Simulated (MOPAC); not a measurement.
Input file for MOPAC: PM7 on SiO-, 2S+1 = 2, a spin state set in the input, which need not be the lowest, a point of a bond scan (R = 1.610 Å). Charge -1.

```
PM7 1SCF PRECISE CHARGE=-1 UHF MS=0.5 THREADS=1
OSi

O      0.00000000 1     0.00000000 1     0.00000000 1
Si     0.00000000 1     0.00000000 1     1.61029700 1
```

The log:

```
*******************************************************************************
 **                                                                           **
 **                              MOPAC v23.2.5                                **
 **                                                                           **
 *******************************************************************************
 ** MOPAC's Digital Object Identifier: https://doi.org/10.5281/zenodo.6511958 **
 **                                                                           **
 ** Please cite the open-source release paper for use of this MOPAC version:  **
 ** J. E. Moussa and J. J. P. Stewart (2026)                                  **
 ** MOPAC: An open-source semiempirical molecular orbital program             **
 ** J. Open Source Softw., 11(119), 8025, https://doi.org/10.21105/joss.08025 **
 *******************************************************************************

                              PM7 CALCULATION RESULTS

 *******************************************************************************
 *  PM7        - The PM7 Hamiltonian to be used
 *  UHF        - UNRESTRICTED HARTREE-FOCK CALCULATION
 *
 *
 *
 *                 CHARGE ON SYSTEM = -1
 *
 *
 *
 *  MS=        - IN MECI, MAGNETIC COMPONENT OF SPIN =  0.5
 *  PRECISE    - TIGHTER CRITERIA TO BE USED
 *  1SCF       - DO 1 SCF AND THEN STOP
 *  THREADS=1  - MULTI-THREADING NOT USED
 *  T=         - A TIME OF 172800.0 SECONDS REQUESTED
 *  DUMP=N     - RESTART FILE WRITTEN EVERY 7200.0 SECONDS REQUESTED
 *******************************************************************************
PM7 1SCF PRECISE CHARGE=-1 UHF MS=0.5 THREADS=1
 OSi

   ATOM   CHEMICAL          X               Y               Z
  NUMBER   SYMBOL      (ANGSTROMS)     (ANGSTROMS)     (ANGSTROMS)

     1       O          0.00000000  *   0.00000000  *   0.00000000  *
     2      Si          0.00000000  *   0.00000000  *   1.61029700  *



          CARTESIAN COORDINATES

    NO.       ATOM           X           Y           Z

     1         O          0.0000      0.0000      0.0000
     2        Si          0.0000      0.0000      1.6103

 General Reference for PM7:
 "Optimization of Parameters for Semiempirical Methods VI: More Modifications to the
 NDDO Approximations and Re-optimization of Parameters", J. J. P. Stewart, J. Mol. Mod., 1:32, 19 (2013)
 https://link.springer.com/article/10.1007/s00894-012-1667-x

           Empirical Formula: O Si  =     2 atoms



      MOLECULAR POINT GROUP   :   C*v


          UHF CALCULATION, NO. OF ALPHA ELECTRONS =    6
                           NO. OF BETA  ELECTRONS =    5

 -------------------------------------------------------------------------------
 PM7 1SCF PRECISE CHARGE=-1 UHF MS=0.5 THREADS=1
 OSi



     1SCF WAS SPECIFIED, SO BFGS WAS NOT USED
     SCF FIELD WAS ACHIEVED


                              PM7 CALCULATION
                                                       MOPAC v23.2.5 Linux




          FINAL HEAT OF FORMATION =          4.10387 KCAL/MOL =      17.17059 KJ/MOL


          COSMO AREA              =         81.64 SQUARE ANGSTROMS
          COSMO VOLUME            =         68.11 CUBIC ANGSTROMS

          IONIZATION POTENTIAL    =          2.266701 EV
          ALPHA SOMO LUMO (EV)    =         -2.600  6.057
          BETA  SOMO LUMO (EV)    =         -2.267  5.380
          NO. OF ALPHA ELECTRONS  =          6
          NO. OF BETA  ELECTRONS  =          5
          MOLECULAR WEIGHT        =         44.0849         POINT GROUP:  C*v

          MOLECULAR DIMENSIONS (Angstroms)

            Atom       Atom       Distance
           Si     2    O     1     1.61030
           Si     2    O     1     0.00000
            O     1   Si     2     0.00000


          SCF CALCULATIONS        =          1





   ATOM   CHEMICAL          X               Y               Z
  NUMBER   SYMBOL      (ANGSTROMS)     (ANGSTROMS)     (ANGSTROMS)

     1       O          0.00000000  *   0.00000000  *   0.00000000  *
     2      Si          0.00000000  *   0.00000000  *   1.61029700  *

                             CARTESIAN COORDINATES

   1    O        0.000000000     0.000000000     0.000000000
   2   Si        0.000000000     0.000000000     1.610297000


           Empirical Formula: O Si  =     2 atoms



      MOLECULAR POINT GROUP   :   C*v


          ALPHA EIGENVALUES
 -21.91362  -6.82095  -6.39464  -5.96324  -3.00034  -2.59983   6.05662  12.29717
  22.14432  22.14462  22.85409  23.04176  24.55745


           BETA EIGENVALUES
 -18.84986  -5.58180  -5.55976  -4.26013  -2.26670   5.37952   6.32105  12.74229
  22.23181  22.23286  23.04484  23.43147  24.71871


              NET ATOMIC CHARGES AND DIPOLE CONTRIBUTIONS

  ATOM NO.   TYPE          CHARGE      No. of ELECS.   s-Pop       p-Pop       d-Pop
    1          O          -0.416148        6.4161     1.84795     4.56820
    2         Si          -0.583852        4.5839     0.12352     4.26427     0.19606
 DIPOLE           X         Y         Z       TOTAL
 POINT-CHG.     0.000     0.000     0.412     0.412
 HYBRID         0.000     0.000     2.218     2.218
 SUM            0.000     0.000     2.630     2.630


          ATOMIC ORBITAL ELECTRON POPULATIONS

     Atom    s        px        py        pz      x^2-y^2     xz        z^2       yz        xy
    1  O   1.84795   1.92745   1.27896   1.36179
    2 Si   0.12352   1.99670   1.67891   0.58866   0.00000   0.07585   0.07808   0.04213   0.00000


                    (SZ)    =    0.500000
                    (S**2)  =    0.754578


          ATOMIC ORBITAL SPIN POPULATIONS

    Atom   Total    s     px     py     pz   x^2-y^2  xz     z^2    yz     xy
         Atomic
    1  O  0.7189  0.017  0.003  0.658  0.041
    2 Si  0.2811 -0.003 -0.000  0.318 -0.049  0.000 -0.003 -0.006  0.024  0.000

 **********************
 *                    *
 * JOB ENDED NORMALLY *
 *                    *
 **********************




 == MOPAC DONE ==
```

The run finished.

Cost: around 0.020 core-seconds (rough).
